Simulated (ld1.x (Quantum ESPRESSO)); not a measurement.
# What the settings do to the RRKJ potential of neodymium (Nd)

Base potential:

Nd, norm-conserving RRKJ (Kleinman–Bylander form), made with ld1.x (Quantum ESPRESSO) 7.5 (PBE, fully relativistic). Core [Kr] 4d10, reference 4f4 5s2 5p6 5d0 6s2 6p0. Waves: 5p (bound): rc 2.60 bohr; 5d (bound, empty): rc 3.55 bohr; 4f (bound): rc 1.20 bohr; 5s (bound): rc 2.15 bohr. Local part: the s channel. Core correction: a·sin(br)/r model core inside 0.55 bohr. rho0 = 0.001.

Open shells are filled in proportion to 2j + 1 (rel_dist='average').

Occupied shells without a wave of their own: 6s. They enter only through the test configuration that unscreens the potential, and ld1.x also counts them in the model core charge.

All-electron outer shells of the reference configuration (PBE, scalar-relativistic, ld1.x):

```tsv
shell	level (eV)	outermost node (bohr)	outermost maximum (bohr)
4p	-225.97	0.32	0.59
4d	-116.67	0.29	0.62
5s	-40.46	0.72	1.32
5p	-22.09	0.77	1.50
6s	-3.50	1.77	3.78
5d	-1.92	0.88	2.24
4f	-1.75	–	0.67
6p	-1.23	2.14	5.04
```

Cutoffs, loose and tight: the cutoffs (Ry, on a coarse ladder) from which the occupation-weighted sum of valence levels, in a spherical-Bessel basis at the reference potential, stays within 10 and 1 mRy of its value at 400 Ry. They do not see the model core or the augmentation charge, which bear on the density cutoff. Test errors are all-electron minus pseudo excitation energies from the reference, over the configurations 4f4 5s2 5p6 5d0 6s1 6p0; 4f4 5s2 5p6 5d0 6s0 6p0; 4f3 5s2 5p6 5d0 6s0 6p0; 4f3 5s2 5p6 5d1 6s2 6p0; 4f4 5s2 5p6 5d1 6s0 6p0; 4f3 5s2 5p6 5d1 6s1 6p0; 4f4 5s2 5p6 5d0 6s0 6p2. A dash means not determined; rows that change the core or the reference have their own tests.

With those shells counted twice in exchange and correlation these files are broken, and their errors move erratically; no question is asked of them.

Cutoffs are not given where the Bessel-basis levels miss the radial ones by over 6 mRy, ghosts where they miss by over 20 mRy; a channel whose overlap is not positive is not tested.

| change | outcome | bound ghosts | largest test error (meV) |
| --- | --- | --- | --- |
| base | generated, misses its reference levels by 0.42 eV | not determined | -3070 |
| core correction none | generated, misses its reference levels by 0.42 eV | not determined | -2369 |
| core correction a·sin(br)/r model core inside 0.50 bohr | generated, misses its reference levels by 0.42 eV | not determined | -3070 |
| core correction a·sin(br)/r model core inside 0.56 bohr | generated, misses its reference levels by 0.42 eV | not determined | -3070 |
| core correction a·sin(br)/r model core inside 0.74 bohr | generated, misses its reference levels by 0.42 eV | not determined | -3069 |
| core correction a·sin(br)/r model core inside 0.82 bohr | generated, misses its reference levels by 0.42 eV | not determined | -3068 |
| core correction a·sin(br)/r model core inside 0.96 bohr | generated, misses its reference levels by 0.42 eV | not determined | -3061 |
| core correction a·sin(br)/r model core inside 1.08 bohr | generated, misses its reference levels by 0.42 eV | not determined | -3050 |
| core correction a·sin(br)/r model core inside 1.20 bohr | generated, misses its reference levels by 0.42 eV | not determined | -3036 |
| core correction a·sin(br)/r model core inside 1.32 bohr | generated, misses its reference levels by 0.42 eV | not determined | -3024 |
| core correction a·sin(br)/r model core inside 1.46 bohr | generated, misses its reference levels by 0.42 eV | not determined | -3013 |
